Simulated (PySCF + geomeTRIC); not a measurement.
Species: C3H6S, SMILES `SC1CC1` (H–S–C–C torsion 74°) (charge 0, multiplicity 1).

Task: Give a relaxed geometry from B3LYP-D3(BJ)/def2-TZVP in PySCF + geomeTRIC.

Result: One answer among several that fit: the end point of this relaxation, one of several conformers (outside a Z-matrix the atoms follow the SMILES, hydrogens last).
Bonds (Å): S1–C2 1.791, S1–H5 1.345, C2–C3 1.503, C2–C4 1.504, C2–H6 1.082, C3–C4 1.502, C3–H7 1.081, C3–H8 1.082, C4–H9 1.081, C4–H10 1.081. Bond angles (°): C2–S1–H5 97.6, S1–C2–C3 120.9, S1–C2–C4 117.0, S1–C2–H6 114.5, C3–C2–C4 59.9, C3–C2–H6 117.2, C4–C2–H6 116.6, C2–C3–C4 60.1, C2–C3–H7 117.3, C2–C3–H8 117.3, C4–C3–H7 117.7, C4–C3–H8 118.4, H7–C3–H8 115.0, C2–C4–C3 60.0, C2–C4–H9 117.4, C2–C4–H10 117.4, C3–C4–H9 117.6, C3–C4–H10 118.8, H9–C4–H10 114.8.
